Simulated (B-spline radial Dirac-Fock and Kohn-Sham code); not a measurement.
Ir⁺ in Watson spheres of different radius

These are calculated numbers from an atomic code on a B-spline grid; the model is Dirac-Fock ΔSCF + Breit + QED. The ion, [Xe] 4f14 5d7 6s1, sits in a hollow sphere of charge Q = -1, a simple model of the Madelung potential. Inside the sphere an electron's potential energy is raised by the constant 14.40·|Q|/R eV, so binding energies fall by about that much as long as the orbitals stay inside.

```tsv
radius (Å)	14.40 |Q|/R (eV)	1s (eV)	2s (eV)	2p1/2 (eV)	2p3/2 (eV)	3s (eV)	3p1/2 (eV)	3p3/2 (eV)	3d5/2 (eV)	4s (eV)	4p1/2 (eV)	4p3/2 (eV)	4d5/2 (eV)	4f5/2 (eV)	4f7/2 (eV)	5p1/2 (eV)	5p3/2 (eV)	5d (eV)	6s (eV)
2.4	6.00	76121.1	13439.9	12838.6	11229.4	3193.5	2926.8	2570.4	2055.2	711.0	598.2	513.6	312.8	75.68	72.69	76.16	62.66	13.37	9.72
2.7	5.33	76121.7	13440.5	12839.2	11230.1	3194.1	2927.4	2571.0	2055.9	711.7	598.8	514.3	313.5	76.32	73.33	76.80	63.31	14.01	10.35
```

From the smallest to the largest radius 1s moves by +0.6 eV, while the constant potential alone would give +0.7 eV; the difference comes from charge outside the sphere and its screening.
